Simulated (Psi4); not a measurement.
Al, charge +1, singlet. Base run: M06-2X/def2-TZVP run with Psi4 1.11.

Geometry (Å):
```xyz
1

Al     0.0000     0.0000     0.0000
```
Charge +1, spin multiplicity 1.
All else is at Psi4's defaults (density fitting; Cartesian or spherical functions as each basis is defined).

Variants of this job, named by their change:

```
change               basis functions      E (Eh)
-------------------  ---------------  ----------
base                              37  -242.13096
basis = cc-pVDZ                   18  -242.12716
basis = 6-31G*            (withheld)  (withheld)
basis = 6-31+G*                   23  -242.10986
basis = cc-pV(D+d)Z               23  -242.12716
basis = 6-311G**                  26  -242.12892
basis = aug-cc-pVDZ               27  -242.12739
basis = 6-311++G**                30  -242.12922
basis = cc-pV(T+d)Z               39  -242.13389
basis = def2-TZVPD        (withheld)  (withheld)
basis = aug-cc-pVTZ               50  -242.13397
basis = cc-pVQZ           (withheld)  (withheld)
basis = def2-QZVP         (withheld)  (withheld)
```

Task: What belongs in the gaps?

Result: 
- basis = 6-31G*, basis functions: 19
- basis = 6-31G*, E (Eh): -242.10949
- basis = def2-TZVPD, basis functions: 43
- basis = def2-TZVPD, E (Eh): -242.13101
- basis = cc-pVQZ, basis functions: 59
- basis = cc-pVQZ, E (Eh): -242.13713
- basis = def2-QZVP, basis functions: 70
- basis = def2-QZVP, E (Eh): -242.13803

Totals compare only among sets that treat the same electrons; sets with core potentials leave the core out.
